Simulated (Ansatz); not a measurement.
Be2O2 was relaxed with B3LYP-D4 (def2-TZVP) in Ansatz in these states: neutral quintet, neutral singlet. The geometries follow in no particular order.

A:

```xyz
4

Be   -0.1962    1.2534   -0.0955
Be    0.1960   -1.2534    0.0955
O     0.9615    0.1433   -0.0929
O    -0.9613   -0.1433    0.0929
```

B:

```
atom    x (Å)    y (Å)    z (Å)
 Be1  -0.6803   0.4362   0.3133
 Be2   0.6802  -0.4361  -0.3136
  O3  -0.6593  -1.0045  -0.0327
  O4   0.6594   1.0045   0.0330
```

Judge from the bond lengths which geometry belongs to which state (an estimate).

A is the neutral quintet (Be1–Be2 2.544 Å, Be1–O3 1.604 Å, Be2–O3 1.604 Å); B is the neutral singlet (Be1–Be2 1.733 Å, Be1–O3 1.482 Å, Be2–O3 1.482 Å).

At PBE0-D4/def2-TZVP a singlet lies 6.31 eV below the neutral quintet. These are the stationary points nearest to one start from a short search; other shapes may lie lower in each state.
